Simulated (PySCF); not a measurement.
A calculated (PBE0, PySCF 2.14, aug-cc-pVTZ, the non-relativistic Hamiltonian (point nucleus)) atom or ion has these occupied shells.

```tsv
shell	electrons	orbital energy (eV)	rms radius, mean of both spins (bohr)
1s α	1	-9.127	1.78
```

Task: Name the element and its charge.

Result: H (hydrogen, neutral), in 1s1, 2S determinant.
